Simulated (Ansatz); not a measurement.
C₃H₇FGe (`[F][GeH]1[CH2]C[CH2]1`) at its PBE0-D4/def2-TZVP geometry, where that method's forces vanish. Total charge 0; spin multiplicity 1.

```xyz
12

F     0.7922    1.9394    1.8001
Ge    0.7648    0.3646    1.0433
C    -1.0192   -0.3279    0.6085
C    -0.4952   -0.5725   -0.8305
C     0.7289    0.3755   -0.9188
H     1.7900   -0.4700    1.8323
H    -1.7386    0.4931    0.6465
H    -1.4375   -1.1891    1.1265
H    -1.2440   -0.3994   -1.6078
H    -0.1650   -1.6097   -0.9302
H     1.5753    0.0230   -1.5057
H     0.4483    1.3730   -1.2642
```

Task: What forces (eV/Å) does r2SCAN-D4/def2-TZVPP give on these atoms in Ansatz 0.2.0? (An estimate is asked.)

Result: Computed: 
```
F1  -0.004  0.042  0.015
Ge2  0.069 -0.047  0.057
C3  -0.115  0.001  0.127
C4  -0.048 -0.127 -0.114
C5   0.119  0.096 -0.078
H6  -0.015  0.011 -0.012
H7   0.008 -0.003  0.001
H8  -0.006  0.011 -0.004
H9  -0.003  0.002 -0.003
H10  0.001  0.009  0.006
H11 -0.008  0.010 -0.002
H12  0.002 -0.005  0.006
```
